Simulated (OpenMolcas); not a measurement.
## OpenMolcas run: Fe3+

Input:

```
&GATEWAY
Coord
1

Fe 0.0 0.0 0.0
Basis=ANO-L-VQZP
Group=XYZ
NoMove
AngMom=0.0 0.0 0.0
AMFI
&SEWARD
* reference wave functions (RASSCF and RASSI steps not shown): 5 electrons in 5 orbitals (3d)
>>> COPY JOB001 $Project.JobIph
&CASPT2
Multistate=1 1
Frozen=3 6
IPEA=0.2
Sig2=0.3
MaxIter=60
WThr=0.0 0.3 0.05
PrWF=0.5
NoMix
>>> COPY JOB002 $Project.JobIph
&CASPT2
Multistate=24 1 2 3 4 5 6 7 8 9 10 11 12 13 14 15 16 17 18 19 20 21 22
23 24
Frozen=3 6
IPEA=0.2
Sig2=0.3
MaxIter=60
WThr=0.0 0.3 0.05
PrWF=0.5
NoMix
>>> COPY JOB003 $Project.JobIph
&CASPT2
Multistate=52 1 2 3 4 5 6 7 8 9 10 11 12 13 14 15 16 17 18 19 20 21 22
23 24 25 26 27 28 29 30 31 32 33 34 35 36 37 38 39 40 41 42 43 44 45 46
47 48 49 50 51 52
Frozen=3 6
IPEA=0.2
Sig2=0.3
MaxIter=60
WThr=0.0 0.3 0.05
PrWF=0.5
NoMix
```

Launched by
```bash
OMP_NUM_THREADS=1 MOLCAS_MEM=2252 MOLCAS_PROJECT=a pymolcas a.inp > a.log  # once for each step of the input, in one work folder
```

Output, cut to the results:

```
--- CASPT2 ---
Orbital specifications:
      -----------------------

      Symmetry species                           1   2
                                                ag  au
      Frozen orbitals                            3   6
      Inactive orbitals                          0   0
      Active orbitals                            5   0
      Secondary orbitals                        37  33
      Deleted orbitals                           0   0
      Number of basis functions                 45  39
Type of calculation                        SS-CASPT2
      Fock operator                              state-specific
      IPEA shift                                 0.20
      Real shift                                 0.00
      Imaginary shift                            0.00
      Sigma^2 regularizer                        0.30
      The input orbitals will be transformed to quasi-canonical
Reference energy:       -1260.6140543771
      E2 (Non-variational):      -0.0773468187
      Shift correction:          -0.0000000089
      E2 (Variational):          -0.0773468276
      Total energy:           -1260.6914012048
      Residual norm:              0.0000002825
      Reference weight:           0.98952
      Contributions to the CASPT2 correlation energy
      Active & Virtual Only:         -0.0773468187
      One Inactive Excited:           0.0000000000
      Two Inactive Excited:           0.0000000000
::    CASPT2 Root  1     Total energy:  -1260.69140120
--- CASPT2 ---
Orbital specifications:
      -----------------------

      Symmetry species                           1   2
                                                ag  au
      Frozen orbitals                            3   6
      Inactive orbitals                          0   0
      Active orbitals                            5   0
      Secondary orbitals                        37  33
      Deleted orbitals                           0   0
      Number of basis functions                 45  39
Type of calculation                        MS-CASPT2
      Fock operator                              state-specific
      IPEA shift                                 0.20
      Real shift                                 0.00
      Imaginary shift                            0.00
      Sigma^2 regularizer                        0.30
      The input orbitals will be transformed to quasi-canonical
Reference energy:       -1260.4418571083
      E2 (Non-variational):      -0.0885051022
      Shift correction:          -0.0000000039
      E2 (Variational):          -0.0885051062
      Total energy:           -1260.5303622144
      Residual norm:              0.0000008788
      Reference weight:           0.98695
      Contributions to the CASPT2 correlation energy
      Active & Virtual Only:         -0.0885051022
      One Inactive Excited:           0.0000000000
      Two Inactive Excited:           0.0000000000
Reference energy:       -1260.4418571083
      E2 (Non-variational):      -0.0884798025
      Shift correction:          -0.0000000038
      E2 (Variational):          -0.0884798064
      Total energy:           -1260.5303369147
      Residual norm:              0.0000008680
      Reference weight:           0.98697
      Contributions to the CASPT2 correlation energy
      Active & Virtual Only:         -0.0884798025
      One Inactive Excited:           0.0000000000
      Two Inactive Excited:           0.0000000000
::    CASPT2 Root  1     Total energy:  -1260.53036221
::    CASPT2 Root  2     Total energy:  -1260.53033691
::    CASPT2 Root  3     Total energy:  -1260.53035679
::    CASPT2 Root  4     Total energy:  -1260.53034887
::    CASPT2 Root  5     Total energy:  -1260.53036218
::    CASPT2 Root  6     Total energy:  -1260.53035197
::    CASPT2 Root  7     Total energy:  -1260.53035168
::    CASPT2 Root  8     Total energy:  -1260.53034037
::    CASPT2 Root  9     Total energy:  -1260.53039106
::    CASPT2 Root 10     Total energy:  -1260.51544006
::    CASPT2 Root 11     Total energy:  -1260.51546568
::    CASPT2 Root 12     Total energy:  -1260.51546559
::    CASPT2 Root 13     Total energy:  -1260.49657086
::    CASPT2 Root 14     Total energy:  -1260.49656284
::    CASPT2 Root 15     Total energy:  -1260.49656409
::    CASPT2 Root 16     Total energy:  -1260.49656396
::    CASPT2 Root 17     Total energy:  -1260.49654731
::    CASPT2 Root 18     Total energy:  -1260.43125694
::    CASPT2 Root 19     Total energy:  -1260.43137889
::    CASPT2 Root 20     Total energy:  -1260.43123817
::    CASPT2 Root 21     Total energy:  -1260.43126821
::    CASPT2 Root 22     Total energy:  -1260.43150442
::    CASPT2 Root 23     Total energy:  -1260.43145458
::    CASPT2 Root 24     Total energy:  -1260.43144423
::    MS-CASPT2 Root  1     Total energy:  -1260.53069261
::    MS-CASPT2 Root  2     Total energy:  -1260.53053714
::    MS-CASPT2 Root  3     Total energy:  -1260.53051944
::    MS-CASPT2 Root  4     Total energy:  -1260.53042591
::    MS-CASPT2 Root  5     Total energy:  -1260.53037172
::    MS-CASPT2 Root  6     Total energy:  -1260.53026562
--- CASPT2 ---
Orbital specifications:
      -----------------------

      Symmetry species                           1   2
                                                ag  au
      Frozen orbitals                            3   6
      Inactive orbitals                          0   0
      Active orbitals                            5   0
      Secondary orbitals                        37  33
      Deleted orbitals                           0   0
      Number of basis functions                 45  39
Type of calculation                        MS-CASPT2
      Fock operator                              state-specific
      IPEA shift                                 0.20
      Real shift                                 0.00
      Imaginary shift                            0.00
      Sigma^2 regularizer                        0.30
...
```

Levels above the lowest, from the spin-orbit matrix with the multistate effective Hamiltonian, averaged by term, added to it:

| Configuration | Term | J | E (eV) | Measured (eV) | Term weight % | Second |
| --- | --- | --- | --- | --- | --- | --- |
| 3d5 | 6S | 5/2 | 0.0000 | 0.0000 | 100 |  |
| 3d5 | 4G | 5/2 | 4.378 |  | 100 |  |
| 3d5 | 4G | 7/2 | 4.382 |  | 100 |  |
| 3d5 | 4G | 11/2 | 4.383 | 3.9979 | 100 |  |
| 3d5 | 4G | 9/2 | 4.384 |  | 100 |  |
| 3d5 | 4P | 5/2 | 4.770 | 4.3709 | 97 | 3 4D |
| 3d5 | 4P | 3/2 | 4.777 | 4.3808 | 98 | 2 4D |
| 3d5 | 4P | 1/2 | 4.787 | 4.3899 | 99 |  |
| 3d5 | 4D | 7/2 | 5.300 | 4.8080 | 100 |  |
| 3d5 | 4D | 1/2 | 5.310 | 4.8226 | 99 |  |
| 3d5 | 4D | 3/2 | 5.316 |  | 98 | 2 4P |
| 3d5 | 4D | 5/2 | 5.318 |  | 97 | 3 4P |
| 3d5 | 2I | 11/2 | 6.379 |  | 99 |  |
| 3d5 | 2I | 13/2 | 6.389 |  | 100 |  |
| 3d5 | 2D | 5/2 | 6.769 | 6.1424 | 70 | 28 2F(1) |
| 3d5 | 2D | 3/2 | 6.841 | 6.2056 | 92 | 8 4F |
| 3d5 | 2F(1) | 7/2 | 6.998 | 6.3721 | 99 |  |
| 3d5 | 4F | 5/2 | 7.065 |  | 59 | 34 2F(1) |
| 3d5 | 4F | 9/2 | 7.072 | 6.5241 | 99 |  |
| 3d5 | 4F | 7/2 | 7.078 | 6.5334 | 98 |  |
| 3d5 | 4F | 3/2 | 7.102 |  | 92 | 8 2D |
| 3d5 | 4F | 5/2 | 7.116 |  | 39 | 37 2F(1) |
| 3d5 | 2H | 9/2 | 7.568 | 6.9503 | 93 | 6 2G |
| 3d5 | 2H | 11/2 | 7.599 | 6.9888 | 99 |  |

Against the 13 measured excited levels shown (Corliss and Sugar, J. Phys. Chem. Ref. Data 11, 135 (1982)) the mean absolute deviation is 4200 cm-1; the largest miss in energy is 3d5 2D 3/2: computed 6.841, measured 6.2056 eV (+10.2 %).

CASPT2 breaks the degeneracy within a term, and the mean is taken; among the terms shown or strongly mixed into the levels shown the widest spread is 310 cm-1 (3d5 2I). Measured partners are found by configuration, term and J. A level has none where our copy of the source lacks it or the pairing is in doubt (some pairs that miss far off the trend of their configuration count as doubtful), and it then counts in no deviation. Only configurations of the active space appear. The first state left out of the spin-orbit step lies near 81000 cm-1 above the lowest spin-free state of the reference (among the parities and spins computed), and the list stops at four fifths of that energy or lower. The table shows the lowest 24 of 26 levels.

The term weight is that of the spin-free term in the level, not the purity of its configuration. A number in round brackets counts repeated terms of one configuration in the order of the reference energies.
